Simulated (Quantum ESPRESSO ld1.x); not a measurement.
Excited configurations of B I: one electron is placed in a higher orbital outside [He] 2s2. The ground configuration is [He] 2s2 2p1. Calculated with ld1.x of Quantum ESPRESSO 7.5: Dirac Kohn-Sham, BLYP, spin-unpolarised, spherical densities, point nucleus; open shells are shared between the two j in proportion to 2j + 1. Excitation = E - E(ground); binding = E(ion) - E, where the ion is the core of charge +1; n* = 1/sqrt(2 binding) in atomic units, and the quantum defect is n - n*. Eigenvalue and <r> are those of j = l + 1/2.

outer orbital  excitation (eV)  binding (eV)     n*  quantum defect  eigenvalue (eV)  <r> (bohr)
3s                       4.970         3.202  2.061           0.939           -1.691       6.459
3d                       6.646         1.527  2.985           0.015           -0.564       9.939
4d                       7.143         1.030  3.635           0.365           -0.512       17.90
5s                       7.172         1.000  3.688           1.312           -0.594       21.98

The Delta-SCF ionisation energy is 8.173 eV (NIST Atomic Spectra Database: 8.298 eV, measured). Self-interaction in the functional shifts the binding energies and quantum defects, so they are the method's values and not measured ones. Spin polarisation and multiplet splitting are left out, so open shells lie too high by an amount that depends on their filling.

Beside tabulated values, note that spin-unpolarised runs miss the spin-polarisation part of the exchange energy of open shells.
